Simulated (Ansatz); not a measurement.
CH3AlFOSb. Charge 0, multiplicity 1. Sb takes the def2 core potential. The bonds changed during the relaxation, so this is another structure than the one it started from.

Cartesian coordinates in Å:
```
F 0.1219 -1.9255 -0.3447
Sb -1.1553 -1.1979 1.4196
O 0.2303 0.1628 1.5569
C 0.4688 0.8590 0.2985
Al -0.4601 -0.3530 -0.9838
H 1.5552 0.9361 0.1743
H 0.0881 1.8821 0.3931
H -0.8490 -0.3636 -2.5140
```

**Question.** What are the harmonic wavenumbers in cm⁻¹ at PBE0-D4/def2-TZVP (Ansatz, finite differences of forces, unscaled)? (Estimate.)

**Answer.** Computed: 158, 192, 219, 266, 350, 469, 538, 565, 620, 649, 667, 961, 1195, 1223, 1447, 1947, 3027, 3074.

**Question.** Is this a minimum?

**Answer.** Yes, all 18 modes are real.

**Question.** Give the ideal-gas thermochemistry at 298.15 K and 1 bar (rigid rotor, harmonic oscillator; point group C1, symmetry number 1).

**Answer.** Zero-point energy 105.1 kJ/mol; H(298) − E = 124.7 kJ/mol; entropy 344.1 J/(mol·K), of which translation 174.9, rotation 116.1, vibration 53.2; G(298) − E = 22.1 kJ/mol.

**Question.** Rotational constants (cm⁻¹)?

**Answer.** 0.1254, 0.06555, 0.05063.
